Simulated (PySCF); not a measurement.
Calculation: PBE-D3(BJ)/def2-TZVP run with PySCF. Isolated molecules, 0 K electronic values unless said otherwise. Delta-SCF ions had no search for a lower state. Excitations are Tamm–Dancoff values on a coarser integration grid. The basis has no diffuse functions, so Rydberg states are missing or too high.

Reference species (SMILES): `FC(=C)F` (neutral, multiplicity 1).

| Quantity | Value |
|---|---|
| vertical ionisation energy (Delta-SCF) | 10.32 eV |
| LUMO | -0.69 eV |
| T1 excitation (TDA) | 4.75 eV |
| brightest of the four lowest singlets (TDA) | 8.39 eV |

Changed species: `F/C=C\F`.

Problem. Give the shifts of the vertical ionisation energy (Delta-SCF), LUMO, T1 excitation (TDA) and brightest of the four lowest singlets (TDA).

Solution. the vertical ionisation energy (Delta-SCF) falls by 0.18 eV, to 10.14 eV; the LUMO decreases by 0.07 eV, to -0.76 eV; the T1 excitation (TDA) drops by 0.25 eV, to 4.50 eV; the brightest of the four lowest singlets (TDA) drops by 0.25 eV, to 8.14 eV.
